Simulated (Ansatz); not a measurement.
Reaction (ligand exchange at a B–N bond): `NB(Cl)Br` + H₂S → `SB(Cl)Br` + NH₃

Gas-phase electronic energies from Ansatz, PBE0-D4/def2-TZVP geometries. CBS: MP2 limit from def2 TZ/QZ plus the TZ coupled-cluster correction, frozen cores. This one scheme is used for every species. DFT in def2-TZVPP. For Br outer-core shells are correlated without core-valence functions, which leaves a few kJ/mol of doubt a bond. Scalar relativity is left out up to krypton. One conformer a species, not always the lowest.

`NB(Cl)Br`:

```xyz
6

N    -0.625   -0.109   -0.520
B     0.414    0.115    0.363
Cl    0.579    1.666    1.172
Br    1.693   -1.281    0.712
H    -0.747   -0.985   -0.999
H    -1.313    0.594   -0.729
```

H₂S:

```xyz
3

S     0.550    0.162   -0.234
H     0.008   -1.005    0.144
H    -0.559    0.843    0.090
```

`SB(Cl)Br`:

```xyz
5

S    -1.020   -0.060    1.008
B     0.353    0.300   -0.072
Cl    1.328    1.697    0.295
Br    0.781   -0.779   -1.592
H    -1.442   -1.158    0.361
```

NH₃:

```xyz
4

N     0.261   -0.040   -0.097
H     0.262    0.415    0.808
H    -0.286    0.540   -0.721
H    -0.237   -0.915    0.010
```

```tsv
level	ΔE (kJ/mol)
PBE0	53.9
MP2/CBS(def2)	48.4
```

What does CCSD(T)/CBS give? (Best estimate.)

Ansatz gave: +53.1 kJ/mol. The listed levels differ from it by 0.8, -4.7 kJ/mol.

Largest T1 diagnostic among the species: 0.011.

In def2-TZVPP, CCSD(T) changes the Hartree–Fock value by −17.6 kJ/mol (the triples alone add −4.3 kJ/mol) and MP2 by −22.3 kJ/mol. Leaving LDA and LC-ωPBE aside and taking each functional with its dispersion term where it has one, the values, not all of them listed here, spread over 19.7 kJ/mol, from revPBE-D4 to CAM-B3LYP-D4. LDA lies +7.7 kJ/mol from PBE without D4.
